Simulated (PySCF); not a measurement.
Working out the ionisation energy of V⁺

V⁺ [Ar] 3d4 (5D) → V²⁺ [Ar] 3d3 (4F). Calculation: PySCF 2.14, in x2c-QZVPPall (11s7p5d3f2g, 96 functions); the spin-free X2C one-electron Hamiltonian (Gaussian nucleus). Frozen: [Ar]. Energies in hartree (1 hartree = 27.21139 eV):

```tsv
part	V⁺ (lower)	V²⁺ (upper)
UHF	-947.931896	-947.448343
CCSD correlation	-0.054058	-0.022652
(T)	-0.000985	-0.000109
```

Q: What does Hartree-Fock give?

A: (-947.448343) − (-947.931896) = 0.483553 hartree = 13.158 eV.

Q: What do CCSD and CCSD(T) give?

A: The CCSD correlation energies differ by 0.031406 hartree = 0.855 eV and the triples by 0.000876 hartree = 0.024 eV, so CCSD gives 14.013 eV and CCSD(T) 14.037 eV.

Reference: 14.634 ± 0.007 eV (measured; NIST Atomic Spectra Database, ionization energies), between the lowest levels; spin-orbit coupling is absent from the calculation.

What remains against the reference includes basis incompleteness, the frozen core and higher excitations.
